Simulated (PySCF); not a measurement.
## Aluminium: a sound run and one with changed settings

Sound run: Al⁺ [Ne] 3s2, Al²⁺ [Ne] 3s1. Computed with PySCF 2.14 in cc-pVTZ-DK (5s4p2d1f, 34 functions), with scalar relativity by spin-free X2C-1e. In the sound run the correlated levels freeze [Ne]. The sound run starts from symmetry-adapted Hartree-Fock orbitals and uses a fine grid where one is needed.

Changed run: no relativity, point nucleus. This setting is unsound on purpose.

```tsv
species	method	sound run (hartree)	changed run (hartree)	converged
Al⁺	UHF	-242.10908	-241.58170	yes
Al⁺	PBE	-242.44816	-241.92126	yes
Al⁺	PBE0	-242.46855	-241.94147	yes
Al⁺	MP2	-242.13677	-241.60941	yes
Al⁺	CCSD(T)	-242.14850	-241.62120	yes
Al²⁺	UHF	-241.46416	-240.93808	yes
Al²⁺	PBE	-241.75796	-241.23249	yes
Al²⁺	PBE0	-241.78218	-241.25650	yes
```

Ionisation energy of Al⁺:

| method | sound run (eV) | changed run (eV) |
| --- | --- | --- |
| UHF | 17.549 | 17.514 |
| PBE | 18.781 | 18.742 |
| PBE0 | 18.677 | 18.639 |
| MP2 | 18.303 | 18.268 |
| SCS-MP2 | 18.453 | 18.419 |
| CCSD | 18.622 | 18.588 |
| CCSD(T) | 18.622 | 18.588 |
| CCSDT | 18.622 | 18.588 |
| FCI | 18.622 | 18.588 |

Most of the change in total energy is the relativistic energy itself. On top of that the contraction fixes the core shape for the Hamiltonian it was made with, so the changed run is not a good calculation with the other Hamiltonian either.

For comparison, NIST gives 18.829 eV between the lowest levels.
